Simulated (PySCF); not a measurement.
Compound: C3H8BCl.
SMILES with atom numbers: `[BH2:1][CH2:2][C@@H:3]([CH3:4])[Cl:5]` (hydrogens: H6, H7 on B1; H8, H9 on C2; H10 on C3; H11, H12, H13 on C4)

Level of theory: PBE0-D3(BJ)/def2-SVP geometry optimisation, gas phase in PySCF 2.14.0.

(1) Give the optimised bond lengths and angles.

Answers

(1) 
| bond | length (Å) |
| --- | --- |
| B1–C2 | 1.557 |
| C2–C3 | 1.515 |
| C3–C4 | 1.514 |
| C3–Cl5 | 1.813 |
| B1–H6, B1–H7 | 1.211 |
| C2–H8 | 1.105 |
| C2–H9 | 1.112 |
| C3–H10 | 1.100 |
| C4–H11, C4–H12, C4–H13 | 1.100 |

Bonds in one row agree within 0.01 Å and their mean is given. A selection of angles:
| angle | degrees |
| --- | --- |
| C2–B1–H6 | 119.4 |
| C2–B1–H7 | 122.0 |
| H6–B1–H7 | 118.5 |
| B1–C2–C3 | 117.3 |
| B1–C2–H8 | 111.3 |
| B1–C2–H9 | 102.7 |
| C3–C2–H8 | 111.0 |
| C3–C2–H9 | 110.0 |
| H8–C2–H9 | 103.3 |
| C2–C3–C4 | 113.4 |
| C2–C3–Cl5 | 110.0 |
| C2–C3–H10 | 109.8 |
| C4–C3–Cl5 | 108.9 |
| C4–C3–H10 | 110.0 |
| Cl5–C3–H10 | 104.4 |
| C3–C4–H11 | 111.2 |
| C3–C4–H12 | 109.8 |
| H11–C4–H12 | 108.3 |
| H12–C4–H13 | 108.5 |

Torsions: B1–C2–C3–C4 70° (synclinal).

B1 (three-coordinate boron) is planar (angles 122.0°, 119.4° and 118.5°, sum 359.9°, 0.02 Å off the plane of its three neighbours).

Point group: C1 (no symmetry element, even within 0.4 Å). No frequency check. The numbers are those of one conformer (H–B1–C2–C3 -172° and 11°, B1–C2–C3–C4 70°).
